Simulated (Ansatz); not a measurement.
Born–Oppenheimer molecular dynamics of ClGaH₆N₂ (10 atoms, charge 0, multiplicity 1). It starts at the highest image of a converged band. Of that band: The profile has 3 maxima (images 3, 7, 9) with wells between them (images 5, 8): this band takes more than one step, which may be the mechanism or a detour left from its start path. Neighbouring images differ by up to 1.7 eV, so the band resolves the path poorly. A vibrational analysis at the climbing image gives one clearly imaginary mode, 1412i cm⁻¹: a first-order saddle point.

These are results of RHF/def2-SVP in Ansatz, not measurements.

```
ensemble                      : NVE (velocity Verlet)
time step                     : 0.5 fs
steps asked                   : 200
starting velocities drawn for : 300 K
seed                          : 6653
```

First frame:

```xyz
10
Properties=species:S:1:pos:R:3
Ga 0.013 0.484 -0.269
Cl -0.002 -0.140 2.275
N 1.601 0.189 -1.090
H 1.784 -0.663 -1.584
H 2.455 0.580 -0.741
N -1.643 0.088 -0.880
H -2.427 -0.053 -0.275
H -1.801 -0.314 -1.783
H 0.104 1.892 0.719
H 0.072 1.218 1.523
```

**Question.** How far do the bonds stretch over the last three quarters of this one trajectory? (Pairs bonded in most of those frames.)

**Answer.** 
| bond | mean (Å) | spread (Å) | shortest | longest |
| --- | --- | --- | --- | --- |
| Ga1–Cl2 | 2.233 | 0.212 | 1.92 | 2.55 |
| Ga1–N3 | 1.834 | 0.034 | 1.77 | 1.89 |
| Ga1–N6 | 1.829 | 0.031 | 1.77 | 1.87 |
| N3–H4 | 1.012 | 0.023 | 0.97 | 1.05 |
| N3–H5 | 1.006 | 0.036 | 0.95 | 1.06 |
| N6–H7 | 1.004 | 0.008 | 0.99 | 1.02 |
| N6–H8 | 1.004 | 0.009 | 0.99 | 1.02 |
| H9–H10 | 0.751 | 0.037 | 0.70 | 0.80 |

Mean temperature of the second half: 1558 K. The conserved energy stayed within 0.41 meV per atom of its start (net change 0.22 meV per atom), so the integration is sound. The kinetic energy rose, since the run started high on the potential surface and went downhill. It ends in pieces (ClGaH4N2 + H2), so much of that is their flight and rotation, not heat. A run of 0.1 ps of so small a system gives no equilibrium averages. The orbitals stay closed-shell, which can raise the energy where a bond breaks towards radicals; this wasn't checked here.

The run took 14 min on 2 threads of Intel(R) Xeon(R) Processor @ 2.50GHz (Skylake/Cascade Lake) (shared host), peak memory 0.25 GiB.
